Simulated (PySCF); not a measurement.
SMILES C[CH2][GeH2][O]C (C₃H₁₀GeO) (GFN2-xTB optimised geometry):

```
15

Ge     0.205     0.351     0.000
C     -0.649    -0.784    -1.372
C     -0.352    -0.354    -2.803
O     -0.350    -0.388     1.506
C     -0.016     0.052     2.801
H     -0.216     1.811     0.000
H      1.725     0.351     0.000
H     -0.315    -1.811    -1.214
H     -1.725    -0.772    -1.194
H      0.718    -0.381    -2.998
H     -0.701     0.661    -2.979
H     -0.847    -1.015    -3.512
H     -0.355     1.076     2.978
H      1.062     0.009     2.975
H     -0.516    -0.614     3.506
```

Method: CAM-B3LYP/def2-TZVP (PySCF).

Question: What are the frontier orbital energies and the dipole moment?

Answer: HOMO-2 -9.93 eV, HOMO-1 -9.53 eV, HOMO -8.94 eV, LUMO 1.40 eV, LUMO+1 2.07 eV; dipole moment 0.74 D.

On the same geometry PBE/def2-TZVP in PySCF gives HOMO-2 -7.23 eV, HOMO-1 -6.68 eV, HOMO -5.94 eV, LUMO -0.34 eV, LUMO+1 0.48 eV; dipole moment 0.67 D.

Meta-Löwdin charges at CAM-B3LYP/def2-TZVP: Ge1 0.76, C2 -0.39, C3 -0.32, O4 -0.62, C5 -0.11, H6 -0.10, H7 -0.10, H8 0.12, H9 0.12, H10 0.11, H11 0.11, H12 0.11, H13 0.09, H14 0.09, H15 0.12.
